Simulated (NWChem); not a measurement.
The numbers come from NWChem runs, not from measurements. System: C₂H₈AlN, charge 0, spin multiplicity 1, at a geometry optimised with B3LYP/def2-SVP. The structure started from a generated list of species. Level: BP86/def2-TZVP.

Input file:

```
start mol
memory heap 200 mb stack 800 mb global 1000 mb
geometry units angstroms nocenter noautoz
  Al     0.000000     0.000000     1.479422
  H      1.404102     0.000000     2.210967
  H     -1.404102     0.000000     2.210967
  N      0.000000     0.000000    -0.311408
  C     -1.208167     0.000000    -1.117194
  C      1.208167     0.000000    -1.117194
  H     -1.263758     0.889950    -1.776650
  H     -1.263758    -0.889950    -1.776650
  H     -2.107064     0.000000    -0.480815
  H      1.263758    -0.889950    -1.776650
  H      1.263758     0.889950    -1.776650
  H      2.107064     0.000000    -0.480815
  symmetry group C2v
end
basis spherical
  * library def2-tzvp
end
dft
  xc becke88 perdew86
  semidirect memsize 60000000 filesize 0
  iterations 100
end
task dft energy
```

NWChem printed:

```
             Northwest Computational Chemistry Package (NWChem) 7.3.0
             --------------------------------------------------------

                                NWChem Input Module
                                -------------------

 Scaling coordinates for geometry "geometry" by  1.889725989
 (inverse scale =  0.529177249)

 Turning off AUTOSYM since
 SYMMETRY directive was detected!

                             Geometry "geometry" -> ""
                             -------------------------

 Output coordinates in angstroms (scale by  1.889725989 to convert to a.u.)

  No.       Tag          Charge          X              Y              Z
 ---- ---------------- ---------- -------------- -------------- --------------
    1 Al                  13.0000     0.00000000     0.00000000     1.47942200
    2 H                    1.0000     1.40410200     0.00000000     2.21096700
    3 H                    1.0000    -1.40410200     0.00000000     2.21096700
    4 N                    7.0000     0.00000000     0.00000000    -0.31140800
    5 C                    6.0000    -1.20816700     0.00000000    -1.11719400
    6 C                    6.0000     1.20816700     0.00000000    -1.11719400
    7 H                    1.0000    -1.26375800     0.88995000    -1.77665000
    8 H                    1.0000    -1.26375800    -0.88995000    -1.77665000
    9 H                    1.0000    -2.10706400     0.00000000    -0.48081500
   10 H                    1.0000     1.26375800    -0.88995000    -1.77665000
   11 H                    1.0000     1.26375800     0.88995000    -1.77665000
   12 H                    1.0000     2.10706400     0.00000000    -0.48081500

 Effective nuclear repulsion energy (a.u.)     160.5298116235

            Nuclear Dipole moment (a.u.)
            ----------------------------
        X                 Y               Z
 ---------------- ---------------- ----------------
     0.0000000000     0.0000000000     0.0000113384

      Symmetry information
      --------------------

 Group name             C2v
 Group number             16
 Group order               4
 No. of unique centers     6

      Symmetry unique atoms

     1    2    4    5    7    9


 Summary of "ao basis" -> "" (spherical)
 ------------------------------------------------------------------------------
       Tag                 Description            Shells   Functions and Types
 ---------------- ------------------------------  ------  ---------------------
 *                         def2-tzvp                  on all atoms

  perdew86 is a nonlocal functional; adding perdew81 local functional.

                                 NWChem DFT Module
                                 -----------------

 Summary of "ao basis" -> "ao basis" (spherical)
 ------------------------------------------------------------------------------
       Tag                 Description            Shells   Functions and Types
 ---------------- ------------------------------  ------  ---------------------
 Al                        def2-tzvp                13       37   5s5p2d1f
 H                         def2-tzvp                 4        6   3s1p
 N                         def2-tzvp                11       31   5s3p2d1f
 C                         def2-tzvp                11       31   5s3p2d1f

 Summary of "ao basis" -> "ao basis" (spherical)
 ------------------------------------------------------------------------------
       Tag                 Description            Shells   Functions and Types
 ---------------- ------------------------------  ------  ---------------------
 Al                        def2-tzvp                13       37   5s5p2d1f
 H                         def2-tzvp                 4        6   3s1p
 N                         def2-tzvp                11       31   5s3p2d1f
 C                         def2-tzvp                11       31   5s3p2d1f

      Symmetry analysis of basis
      --------------------------

        a1         67
        a2         24
        b1         53
        b2         34

            General Information
            -------------------
          SCF calculation type: DFT
          Wavefunction type:  closed shell.
          No. of atoms     :    12
          No. of electrons :    40
           Alpha electrons :    20
            Beta electrons :    20
          Charge           :     0
          Spin multiplicity:     1
          Use of symmetry is: on ; symmetry adaption is: on
          Maximum number of iterations: 100
          AO basis - number of functions:   178
                     number of shells:    78
          Convergence on energy requested:  1.00D-06
          Convergence on density requested:  1.00D-05
          Convergence on gradient requested:  5.00D-04

              XC Information
              --------------
                    Becke 1988 Exchange Functional  1.000
                Perdew 1981 Correlation Functional  1.000 local
                Perdew 1986 Correlation Functional  1.000 non-local

             Grid Information
             ----------------
          Grid used for XC integration:  medium
          Radial quadrature: Mura-Knowles
          Angular quadrature: Lebedev.
          Tag              B.-S. Rad. Rad. Pts. Rad. Cut. Ang. Pts.
          ---              ---------- --------- --------- ---------
          Al                  1.25       88          11.0       590
          H                   0.35       45          12.0       434
          N                   0.65       49           9.0       434
          C                   0.70       49          12.0       434
          Grid pruning is: on
          Number of quadrature shells:   321
          Spatial weights used:  Erf1

          Convergence Information
          -----------------------
          Convergence aids based upon iterative change in
          total energy or number of iterations.
          Levelshifting, if invoked, occurs when the
          HOMO/LUMO gap drops below (HL_TOL):  1.00D-02
          DIIS, if invoked, will attempt to extrapolate
          using up to (NFOCK): 10 stored Fock matrices.

                    Damping( 0%)  Levelshifting(0.5)       DIIS
                  --------------- ------------------- ---------------
          dE  on:    start            ASAP                start
          dE off:    2 iters        100 iters           100 iters

      Screening Tolerance Information
      -------------------------------
          Density screening/tol_rho:  1.00D-10
          AO Gaussian exp screening on grid/accAOfunc:  14
          CD Gaussian exp screening on grid/accCDfunc:  20
          XC Gaussian exp screening on grid/accXCfunc:  20
          Schwarz screening/accCoul:  1.00D-08

      Superposition of Atomic Density Guess
      -------------------------------------

 Sum of atomic energies:        -375.52750570

      Non-variational initial energy
      ------------------------------

 Total energy =    -377.646131
 1-e energy   =    -833.672566
 2-e energy   =     295.496624
 HOMO         =      -0.278665
 LUMO         =       0.001144

      Symmetry analysis of molecular orbitals - initial
      -------------------------------------------------

  Numbering of irreducible representations:

     1 a1          2 a2          3 b1          4 b2

  Orbital symmetries:

     1 a1          2 a1          3 a1          4 b1          5 a1
     6 a1          7 b1          8 b2          9 a1         10 b1
    11 a1         12 a1         13 b2         14 b1         15 a1
    16 a2         17 b1         18 a1         19 b1         20 b2
    21 b2         22 a1         23 a1         24 b1         25 a1
    26 a1         27 b2         28 a1         29 b1         30 a2

------------------------------------------------------------
EAF file 0: "./mol.aoints.0" size=524288 bytes
------------------------------------------------------------
               write      read    awrite     aread      wait
               -----      ----    ------     -----      ----
     calls:        1         0         0         0         0
   data(b): 5.24e+05  0.00e+00  0.00e+00  0.00e+00
   time(s): 0.00e+00  0.00e+00  0.00e+00  0.00e+00  0.00e+00
rate(mb/s): 0.00e+00  0.00e+00
------------------------------------------------------------

   convergence    iter        energy       DeltaE   RMS-Dens  Diis-err    time
 ---------------- ----- ----------------- --------- --------- ---------  ------
 d= 0,ls=0.0,diis     1   -378.2263610338 -5.39D+02  7.66D-03  9.43D-01     5.4
 d= 0,ls=0.0,diis     2   -378.1100851257  1.16D-01  4.99D-03  1.41D+00     6.1
 d= 0,ls=0.0,diis     3   -378.2239965468 -1.14D-01  1.69D-03  6.00D-01     6.8
 d= 0,ls=0.0,diis     4   -378.2874600236 -6.35D-02  4.08D-04  1.19D-02     7.5
 d= 0,ls=0.0,diis     5   -378.2885722832 -1.11D-03  2.06D-04  3.67D-03     8.2
  Resetting Diis
 d= 0,ls=0.0,diis     6   -378.2890403696 -4.68D-04  5.75D-05  1.41D-04     9.1
 d= 0,ls=0.0,diis     7   -378.2890634409 -2.31D-05  2.75D-05  8.02D-06     9.8
 d= 0,ls=0.0,diis     8   -378.2890621374  1.30D-06  1.59D-05  2.00D-05    10.6
 d= 0,ls=0.0,diis     9   -378.2890641751 -2.04D-06  4.54D-06  2.20D-06    11.3
 d= 0,ls=0.0,diis    10   -378.2890644273 -2.52D-07  4.52D-07  2.05D-08    12.1

         Total DFT energy =     -378.289064427323
      One electron energy =     -838.039159153825
           Coulomb energy =      338.651963500385
    Exchange-Corr. energy =      -39.431680397411
 Nuclear repulsion energy =      160.529811623528

 Numeric. integr. density =       39.999991367422

     Total iterative time =     11.2s

                  Occupations of the irreducible representations
                  ----------------------------------------------

                     irrep           alpha         beta
                     --------     --------     --------
                     a1               10.0         10.0
                     a2                1.0          1.0
                     b1                6.0          6.0
                     b2                3.0          3.0

                       DFT Final Molecular Orbital Analysis
                       ------------------------------------

 Vector   18  Occ=2.000000D+00  E=-2.880432D-01  Symmetry=a1
              MO Center= -6.1D-14,  1.8D-15,  3.0D-01, r^2= 4.0D+00
   Bfn.  Coefficient  Atom+Function         Bfn.  Coefficient  Atom+Function
  ----- ------------  ---------------      ----- ------------  ---------------
    57      0.275385   4 N  pz               17     -0.243820   1 Al pz
    60      0.222709   4 N  pz               88     -0.137729   5 C  pz
   119     -0.137729   6 C  pz               39     -0.118824   2 H  s
    45     -0.118824   3 H  s                91     -0.094088   5 C  pz
   122     -0.094088   6 C  pz               53      0.092251   4 N  s

 Vector   19  Occ=2.000000D+00  E=-2.626522D-01  Symmetry=b1
              MO Center=  1.0D-13, -6.4D-16,  2.0D+00, r^2= 2.9D+00
   Bfn.  Coefficient  Atom+Function         Bfn.  Coefficient  Atom+Function
  ----- ------------  ---------------      ----- ------------  ---------------
    15      0.287780   1 Al px               39      0.233204   2 H  s
    45     -0.233204   3 H  s                40      0.188984   2 H  s
    46     -0.188984   3 H  s                38      0.142588   2 H  s
    44     -0.142588   3 H  s                18      0.106338   1 Al px
     6     -0.090575   1 Al px                9     -0.076471   1 Al px

 Vector   20  Occ=2.000000D+00  E=-1.973424D-01  Symmetry=b2
              MO Center=  6.6D-15, -2.9D-15, -4.6D-01, r^2= 2.4D+00
   Bfn.  Coefficient  Atom+Function         Bfn.  Coefficient  Atom+Function
  ----- ------------  ---------------      ----- ------------  ---------------
    56      0.365814   4 N  py               59      0.311847   4 N  py
    62      0.269099   4 N  py               16      0.171548   1 Al py
   145     -0.125269   7 H  s               151      0.125269   8 H  s
   163      0.125269  10 H  s               169     -0.125269  11 H  s
    19      0.121923   1 Al py              144     -0.112217   7 H  s

 Vector   21  Occ=0.000000D+00  E=-5.747533D-02  Symmetry=b2
              MO Center=  4.3D-15,  3.6D-15,  1.5D+00, r^2= 4.4D+00
   Bfn.  Coefficient  Atom+Function         Bfn.  Coefficient  Atom+Function
  ----- ------------  ---------------      ----- ------------  ---------------
    19      0.672713   1 Al py               16      0.422630   1 Al py
    56     -0.173507   4 N  py               62     -0.168535   4 N  py
    59     -0.147403   4 N  py                7     -0.100971   1 Al py
   145      0.095054   7 H  s               151     -0.095054   8 H  s
   163     -0.095054  10 H  s               169      0.095054  11 H  s

 Vector   22  Occ=0.000000D+00  E=-1.359427D-03  Symmetry=a1
              MO Center=  8.9D-17, -5.7D-16,  6.2D-01, r^2= 6.5D+00
   Bfn.  Coefficient  Atom+Function         Bfn.  Coefficient  Atom+Function
  ----- ------------  ---------------      ----- ------------  ---------------
     5      1.370501   1 Al s                85     -1.312639   5 C  s
   116     -1.312639   6 C  s                20     -0.842120   1 Al pz
    54     -0.464984   4 N  s               145      0.455976   7 H  s
   151      0.455976   8 H  s               163      0.455976  10 H  s
   169      0.455976  11 H  s               157      0.418783   9 H  s

 Vector   23  Occ=0.000000D+00  E= 1.583227D-02  Symmetry=a1
              MO Center=  1.8D-13, -2.2D-16,  1.5D+00, r^2= 6.4D+00
   Bfn.  Coefficient  Atom+Function         Bfn.  Coefficient  Atom+Function
  ----- ------------  ---------------      ----- ------------  ---------------
    85      1.336717   5 C  s               116      1.336717   6 C  s
     5      1.184806   1 Al s                40     -0.796769   2 H  s
    46     -0.796769   3 H  s               157     -0.701936   9 H  s
   175     -0.701936  12 H  s                54     -0.578653   4 N  s
    20      0.574711   1 Al pz                4      0.405130   1 Al s

 center of mass
 --------------
 x =   0.00000000 y =   0.00000000 z =   0.13113289

 moments of inertia (a.u.)
 ------------------
         415.143945172594           0.000000000000           0.000000000000
           0.000000000000         597.983472747384           0.000000000000
           0.000000000000           0.000000000000         205.643158351490

     Multipole analysis of the density
     ---------------------------------

     L   x y z        total         alpha         beta         nuclear
     -   - - -        -----         -----         ----         -------
     0   0 0 0     -0.000000    -20.000000    -20.000000     40.000000

     1   1 0 0     -0.000000     -0.000000     -0.000000      0.000000
     1   0 1 0      0.000000      0.000000      0.000000      0.000000
     1   0 0 1     -0.447498     -0.223755     -0.223755      0.000011

     2   2 0 0    -26.723898    -78.938813    -78.938813    131.153727
     2   1 1 0     -0.000000     -0.000000     -0.000000      0.000000
     2   1 0 1     -0.000000     -0.000000     -0.000000      0.000000
     2   0 2 0    -24.428662    -17.870975    -17.870975     11.313289
     2   0 1 1      0.000000      0.000000      0.000000      0.000000
     2   0 0 2    -27.182484   -133.176033   -133.176033    239.169582

 Task  times  cpu:       12.2s     wall:       12.2s

 Total times  cpu:       12.2s     wall:       12.2s
```
